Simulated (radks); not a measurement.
Question: These are the eigenvalues of the occupied orbitals of an atom or ion with whole-number occupations (eV). All-electron calculation, scalar-relativistic Kohn-Sham, LDA (Slater exchange, VWN5 correlation), spin-polarised, spherical densities, finite nucleus; Fermi nuclear charge, rms radius of each element as measured or else 0.836 A^(1/3) + 0.57 fm. Program: a radial shooting solver on a logarithmic mesh with Libxc functionals.

orbital  eigenvalue
1s up     -48376.88
1s down   -48376.53
2s up     -9332.359
2s down   -9321.368
2p up     -8521.049
2p down   -8512.297
3s up     -3216.939
3s down   -3205.183
3p up     -2963.868
3p down   -2951.926
3d up     -2645.979
3d down   -2631.498

Which element is it, and in what charge state? The configuration may be excited. Open shells, if any, are filled with parallel spins first.

Answer: Z = 62, samarium, charge +37: Sm37+ in [Ar] 3d7. The list shows which subshells hold electrons but not how many an open one holds; the 1s level, -1777.8 hartree, gives Z - s = 59.6 by -(Z - s)^2/2, which with screening and relativity narrows Z to a few neighbours, and the depths of the outer levels then fix element, charge and occupations together.
